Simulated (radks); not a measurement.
Values are calculated unless marked as measured or tabulated.
Excited configurations of Ti XIV: one electron is placed in a higher orbital outside [He] 2s2 2p4. The ground configuration is [He] 2s2 2p5. Level of theory: Dirac Kohn-Sham, PBE, spin-unpolarised, spherical densities, point nucleus; open shells fill j = l - 1/2 first (a radial shooting solver on a logarithmic mesh with Libxc functionals). Excitation = E - E(ground); binding = E(ion) - E, where the ion is the core of charge +14; n* = 14/sqrt(2 binding) in atomic units. These energies are relativistic, and a one-electron ion of charge +14 with no core already has n* below n in this formula (Dirac formula, point nucleus: 3p1/2 2.996, 3d3/2 2.999, 4d3/2 3.998, 5s1/2 4.996, 5d3/2 4.998, 6s1/2 5.995, 6d3/2 5.998). The quantum defect is therefore taken as that value minus n*, so that it holds no relativistic shift of the bare ion.

\begin{tabular}{lrrrrrr}
outer orbital & excitation (eV) & binding (eV) & n* & quantum defect & eigenvalue (eV) & <r> (bohr) \\ \hline
3p1/2 & 524.92 & 343.90 & 2.785 & 0.211 & -329.71 & 0.7678 \\
3d3/2 & 558.24 & 310.58 & 2.930 & 0.068 & -294.50 & 0.6996 \\
4d3/2 & 694.59 & 174.23 & 3.912 & 0.086 & -167.51 & 1.428 \\
5s1/2 & 747.23 & 121.59 & 4.683 & 0.312 & -117.81 & 2.358 \\
5d3/2 & 757.80 & 111.02 & 4.901 & 0.097 & -107.20 & 2.365 \\
6s1/2 & 786.04 & 82.785 & 5.676 & 0.320 & -80.313 & 3.463 \\
6d3/2 & 791.94 & 76.883 & 5.889 & 0.109 & -74.388 & 3.513 \\
\end{tabular}

The Delta-SCF ionisation energy is 868.82 eV (NIST Atomic Spectra Database: 864 eV, semi-empirical). Self-interaction in the functional shifts the binding energies and quantum defects, so they are the method's values and not measured ones. Spin polarisation and multiplet splitting are left out, so open shells lie too high by an amount that depends on their filling.

Beside tabulated values, note that spin-unpolarised runs miss the spin-polarisation part of the exchange energy of open shells.
